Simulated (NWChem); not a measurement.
TeCl2, triplet; SMILES of the neutral closed-shell parent Cl[Te]Cl

```xyz
3

Te     0.6201     0.3570     0.0000
Cl    -0.1675    -2.0856     0.0000
Cl    -1.7027     0.8428     0.0000
```
Atoms are numbered in this order, from 1.

Level: PBE0/def2-SVP with def2 effective core potentials on Te, spin-unrestricted (NWChem), optimised geometry, unscaled harmonic frequencies. In the optimisation the excess spin sits in a' and a" (Cs, its own frame). This spin state was assumed; another may lie lower. def2 effective core potentials on Te; no spin-orbit coupling.

Question: List the harmonic frequencies with IR intensities, and the thermochemistry.

Answer: 
```csv
frequency (cm⁻¹),IR intensity (km/mol)
99,17.9
192,27.8
356,22.5
```

```yaml
zero_point_energy: 0.9 kcal/mol
thermal correction to the enthalpy at 298.15 K (with zero-point energy): 4.3 kcal/mol
heat capacity Cv: 11.3 cal/(mol K)
"entropy at 298.15 K and 1 atm (symmetry number 1, electronic part: spin degeneracy alone)": 78.4 cal/(mol K)
```

Rigid rotor and harmonic oscillator; modes under 100 cm⁻¹ make the entropy uncertain.
